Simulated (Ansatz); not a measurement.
Reaction (atomization): `FB(F)N([SiH3])[SiH3]` → B• + 2 F• + 6 H• + N• + 2 Si•

Program: Ansatz. Geometries: PBE0-D4/def2-TZVP. ΔE: electronic, gas phase. CBS: MP2 limit from def2 TZ/QZ plus the TZ coupled-cluster correction, frozen cores. This one scheme is used for every species, atoms too. For atomizations the MP2-based limit and the directly extrapolated one differ by several kJ/mol either way, and by 10 to 25 for some Ge, Se and Sn compounds, so smaller differences from it don't rank the levels. Open shells (•) are unrestricted, without spin–orbit coupling. Spin–orbit coupling would lower the free atoms: a little for B, F, Si. Each species was taken in one conformer, which may not be the lowest.

`FB(F)N([SiH3])[SiH3]`:

```xyz
12

F    -1.685   -0.528   -1.997
B    -1.390   -0.623   -0.707
F    -2.275   -1.260    0.059
N    -0.214   -0.090   -0.140
Si    0.043   -0.286    1.588
Si    1.011    0.761   -1.063
H     1.338    0.381    1.882
H    -1.040    0.366    2.361
H     0.129   -1.721    1.951
H     2.314    0.064   -0.908
H     1.153    2.143   -0.538
H     0.615    0.793   -2.487
```

```
               species  MP2/def2-SVP energy (Eh)
`FB(F)N([SiH3])[SiH3]`                -859.99530
                    B•                 -24.53643
                    F•                 -99.42243
                    H•                  -0.49928
                    N•                 -54.40612
                   Si•                -288.79662
```

**Question.** Work out ΔE.

**Answer.** ΔE = 6 × (-0.49928) + 2 × (-99.42243) + 2 × (-288.79662) + (-24.53643) + (-54.40612) − (-859.99530) = 1.61897 Eh = +4250.6 kJ/mol. CCSD(T)/CBS gives +4443.4 kJ/mol.

Largest T1 diagnostic among the species: 0.014.

The D4 term adds +47.4 kJ/mol with B3LYP and +24.9 kJ/mol with PBE0; it sums over pairs of atoms, weighted by their polarisabilities, and B3LYP, whose exchange is more repulsive, gets the larger term. From BLYP to BHLYP (50 % exact exchange), in def2-TZVPP and without D4, ΔE moves by −49.5 kJ/mol: exact exchange takes away binding that semilocal exchange gives to molecules. Leaving LDA and LC-ωPBE aside and taking each functional with its dispersion term where it has one, the values, not all of them listed here, spread over 130.5 kJ/mol, from BHLYP-D4 to CAM-B3LYP-D4. LDA lies +573.6 kJ/mol from PBE without D4, its usual overbinding.

B3LYP here is the variant with VWN-RPA as its local correlation; programs differ in this.
